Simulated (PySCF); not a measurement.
CH7GeNO2Si.
Atom-mapped SMILES: `[O:1]=[C:2]([OH:3])[SiH2:4][NH:5][GeH3:6]`

Lines to be assigned: C 1s: 294.37 eV; N 1s: 404.08 eV; O 1s: 538.05 (area 1), 540.17 (area 1) eV; Si 1s: 1847.02 eV; Si 2p3/2: 107.15 eV.

The calculation used delta-SCF UKS SCAN, pcX-2 on the ionised atom, pcseg-1 elsewhere, spin-free X2C (PySCF). One conformer (not necessarily the lowest) at the PBE0-D3(BJ)/def2-SVP geometry, without solvent, vibrations or thermal averaging.

Order the oxygen atoms by O 1s binding energy.

538.05 eV: O1 (acid carbonyl oxygen); 540.17 eV: O3 (acid hydroxyl oxygen). Lowest listed O 1s: O1, bonded to C (double bond). Highest, 2.12 eV above it: O3, bonded to C and H. Summing the Pauling electronegativity differences to the bonded atoms, each weighted by its formal bond order, gives -1.78 for the lowest site and -2.13 for the highest; the largest sum, -1.78, belongs to O1, 2.12 eV below the top. The smallest sum, -2.13, belongs to O3, 2.12 eV above the lowest.

Bonded neighbours of each site: O1: C (double bond); C2: O (double bond), O and Si; O3: C and H; Si4: N, C and 2 H; N5: H, Ge and Si.

Give the binding energy of C 1s of C2 in hartree and in kJ/mol.

294.37 eV = 10.8179 Eh = 28402 kJ/mol.

Spin contamination (⟨S²⟩ against 0.75 for a pure doublet) is marked for C 1s of C2 (0.96), which makes this value less certain. For 2p shells one spin-free hole was relaxed; a mean-field spin–orbit operator and the ground-state splitting of the three 2p orbitals were then diagonalised within the shell. The shell's mean is (2 × 2p3/2 + 2p1/2)/3, and the degeneracies 2j + 1 give areas of 2:1. 2p1/2 minus 2p3/2 (ligand field included): Si 0.62 eV. No level of germanium is listed.

The values belong to the conformer `[O:1]=[C:2]([OH:3])[SiH2:4][NH:5][GeH3:6]`: O1–C2–Si4–N5 2°, C2–Si4–N5–Ge6 -1°, H–O3–C2–O1 0°.
